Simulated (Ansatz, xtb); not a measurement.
# C4H6BFGe: 10 structures ranked

10 gas-phase structures of C4H6BFGe, from a drawn sample of its isomers (lower ones may exist). Each was relaxed with GFN2-xTB:

A. `FC1=CB[C]([GeH3])=C1`, a singlet
B. `FB1C=CC=[C]1[GeH3]`, a singlet
C. `FC1=C[B]([GeH3])C=C1`, a singlet
D. `FC1=[C]([GeH3])BC=C1`, a singlet
E. `FC1=[C]([GeH3])C=CB1`, a singlet
F. `FC1=CBC=[C]1[GeH3]`, a singlet
G. `FC1=C[C]([GeH3])=CB1`, a singlet
H. `FC1=CC=C[B]1[GeH3]`, a singlet
I. `FC1=CC=[C]([GeH3])B1`, a singlet
J. `FB1C=C[C]([GeH3])=C1`, a singlet

Task: Which do you expect lowest at r2SCAN-D4/def2-SVP, and how would the others follow?

Result: Calculated order at r2SCAN-D4/def2-SVP: B (0.000), J (0.088), D (2.088), C (2.098), A (2.130), F (2.133), H (2.411), E (2.442), I (2.448), G (2.509) eV. Less than 1 kcal/mol parts D and C; C and A; A and F; H and E; E and I, so the order within those pairs means little.

Energies above the lowest of each column, in eV; the last columns are at PBE0-D3(BJ)/def2-SVP geometries and were run for some of them only (a dash: not run or not comparable):

```json
{"structure": "B", "GFN2-xTB": "0.000", "HF/STO-3G": "0.000", "r2SCAN-D4/def2-SVP": "0.000", "PBE0-D3(BJ)/def2-SVP": "0.000", "CCSD(T)/def2-SVP + ΔMP2/def2-TZVPP": "0.000"}
{"structure": "J", "GFN2-xTB": "0.050", "HF/STO-3G": "0.038", "r2SCAN-D4/def2-SVP": "0.088", "PBE0-D3(BJ)/def2-SVP": "0.088", "CCSD(T)/def2-SVP + ΔMP2/def2-TZVPP": "0.080"}
{"structure": "D", "GFN2-xTB": "1.258", "HF/STO-3G": "1.850", "r2SCAN-D4/def2-SVP": "2.088", "PBE0-D3(BJ)/def2-SVP": "–", "CCSD(T)/def2-SVP + ΔMP2/def2-TZVPP": "–"}
{"structure": "C", "GFN2-xTB": "1.445", "HF/STO-3G": "2.059", "r2SCAN-D4/def2-SVP": "2.098", "PBE0-D3(BJ)/def2-SVP": "–", "CCSD(T)/def2-SVP + ΔMP2/def2-TZVPP": "–"}
{"structure": "A", "GFN2-xTB": "1.320", "HF/STO-3G": "1.877", "r2SCAN-D4/def2-SVP": "2.130", "PBE0-D3(BJ)/def2-SVP": "–", "CCSD(T)/def2-SVP + ΔMP2/def2-TZVPP": "–"}
{"structure": "F", "GFN2-xTB": "1.201", "HF/STO-3G": "1.851", "r2SCAN-D4/def2-SVP": "2.133", "PBE0-D3(BJ)/def2-SVP": "–", "CCSD(T)/def2-SVP + ΔMP2/def2-TZVPP": "–"}
{"structure": "H", "GFN2-xTB": "1.523", "HF/STO-3G": "2.233", "r2SCAN-D4/def2-SVP": "2.411", "PBE0-D3(BJ)/def2-SVP": "–", "CCSD(T)/def2-SVP + ΔMP2/def2-TZVPP": "–"}
{"structure": "E", "GFN2-xTB": "1.343", "HF/STO-3G": "2.031", "r2SCAN-D4/def2-SVP": "2.442", "PBE0-D3(BJ)/def2-SVP": "–", "CCSD(T)/def2-SVP + ΔMP2/def2-TZVPP": "–"}
{"structure": "I", "GFN2-xTB": "1.419", "HF/STO-3G": "2.102", "r2SCAN-D4/def2-SVP": "2.448", "PBE0-D3(BJ)/def2-SVP": "–", "CCSD(T)/def2-SVP + ΔMP2/def2-TZVPP": "–"}
{"structure": "G", "GFN2-xTB": "1.417", "HF/STO-3G": "2.093", "r2SCAN-D4/def2-SVP": "2.509", "PBE0-D3(BJ)/def2-SVP": "–", "CCSD(T)/def2-SVP + ΔMP2/def2-TZVPP": "–"}
```

Every level run on B puts it lowest or level with the lowest. Frequencies (GFN2-xTB) were run for B, J alone. ΔMP2 is the change of the MP2 energy from the smaller to the larger basis.

Over these structures GFN2-xTB departs from r2SCAN-D4/def2-SVP by 0.304 eV on average once a common shift is removed. A GFN2-xTB relaxation took about 0.16 s and the r2SCAN-D4/def2-SVP energy about 4.8 s on a shared host (Ansatz 0.2.0, xtb 6.7.1).
